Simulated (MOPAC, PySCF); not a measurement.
C3H4O, SMILES `C(C#C)O`, neutral singlet in the gas phase. 

Cartesian coordinates (Å):
```xyz
8

C      1.7862     0.5685     0.0674
C      0.7165     0.0335    -0.0299
C     -0.6042    -0.5765    -0.1622
O     -1.6253     0.1368     0.5257
H      2.7368     1.0331     0.1622
H     -0.5957    -1.5784     0.2703
H     -0.8453    -0.6820    -1.2272
H     -1.5690     1.0649     0.2717
```
Charge 0, spin multiplicity 1.

All levels are single points at this geometry (B3LYP-D3(BJ)/def2-TZVP); Pople sets use spherical d functions. Orbital energies aren't observables, and empty levels follow the basis.

PM3 in MOPAC gives dipole (D) = 1.51.

**Question.** Estimate the dipole (D) from each of these levels: B3LYP-D3(BJ)/def2-TZVP in PySCF; PBE-D3(BJ)/def2-TZVP in PySCF; B3LYP/6-311+G** in PySCF; PBE/6-31G* in PySCF; HF/3-21G in PySCF; AM1 in MOPAC; PM6 in MOPAC; PM7 in MOPAC.

**Answer.** 
```tsv
level	dipole (D)
B3LYP-D3(BJ)/def2-TZVP in PySCF	1.40
PBE-D3(BJ)/def2-TZVP in PySCF	1.30
B3LYP/6-311+G** in PySCF	1.57
PBE/6-31G* in PySCF	1.37
HF/3-21G in PySCF	1.91
AM1 in MOPAC	1.59
PM6 in MOPAC	1.81
PM7 in MOPAC	1.74
```
